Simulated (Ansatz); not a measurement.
Basis-set extrapolation for C4H9B, SMILES `BC=C(C)C` (PBE0-D4/def2-TZVP geometry, frozen core, Ansatz 0.2.0). Multiplicity 1, RHF reference.

|  | def2-TZVPP | def2-QZVPP |
| --- | --- | --- |
| HF | -181.435707 | -181.444240 |
| MP2 correlation | -0.777195 | -0.825681 |
| CCSD(T) correlation | -0.864968 | not run |

Energies in hartree. Use E(X) = E(∞) + A·exp(−7.88·√X) for Hartree–Fock and E(X) = E(∞) + B·X^(−2.97) for correlation, with X = 3 and 4, and add CCSD(T) minus MP2 of the smaller set to the MP2 limit.

What is the CCSD(T) energy at the basis-set limit?

HF limit: -181.444240 + (-0.008533) × 0.13774 = -181.44542. MP2 limit: -0.825681 + (-0.048486) × 0.74074 = -0.86160. Higher-order term: -0.864968 − (-0.777195) = -0.08777. Total: -182.39479 hartree, 2.56 eV below CCSD(T)/def2-TZVPP.
